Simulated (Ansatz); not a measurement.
`BC=NB` + `OCF` → `BOCF` + `BN=C` at 400 K and 1 bar (ligand exchange at a B–C bond).

Gas-phase electronic energies from Ansatz, PBE0-D4/def2-TZVP geometries. CCSD(T)/CBS adds triple-zeta CCSD(T) − MP2 to the extrapolated MP2 energy (def2 sets, frozen cores). One conformer a species, not always the lowest.

| species | CCSD(T)/CBS energy (Eh) | H − E (kJ/mol) | S (J/(mol·K)) |
| --- | --- | --- | --- |
| `BC=NB` | -145.31327 | 190.1 | 325.6 |
| `OCF` | -214.81254 | 136.0 | 272.5 |
| `BOCF` | -240.23545 | 172.4 | 310.7 |
| `BN=C` | -119.93970 | 154.7 | 272.9 |

H − E and S are ideal-gas, rigid-rotor, harmonic terms from PBE0-D4/def2-TZVP, for one conformer and one mirror image of each species. 1 Eh = 2625.50 kJ/mol, R = 8.31446 J/(mol·K).

Q: By hand: ΔE, ΔH, ΔS and ΔG.

A: ΔE = (-240.23545) + (-119.93970) − (-145.31327) − (-214.81254) = -0.04934 Eh = -129.5 kJ/mol. Δ(H − E) = 172.4 + 154.7 − 190.1 − 136.0 = 1.0, so ΔH = -128.5 kJ/mol. ΔS = 310.7 + 272.9 − 325.6 − 272.5 = -14.5 J/(mol·K). ΔG = -128.5 − 400 × (-14.5)/1000 = -122.7 kJ/mol.

Q: By hand: the equilibrium constant, and the temperature at which ΔG would vanish if ΔH and ΔS stayed fixed.

A: log₁₀ K = −ΔG/(RT ln 10) = 16.0. ΔG = 0 at ΔH/ΔS = 8862 K, far beyond where these terms or the molecules hold.

The number of gas molecules stays the same, so ΔS is small and ΔH decides. A doubt of 5 kJ/mol in ΔE shifts log₁₀ K by 0.7 here. Other conformers and mirror images would add mixing entropy, several J/(mol·K) or more a flexible species. These are equilibria of isolated gas molecules and say nothing of rates. Largest T1 diagnostic: 0.017 (customary marks: 0.02 for closed shells, 0.045 for open ones).
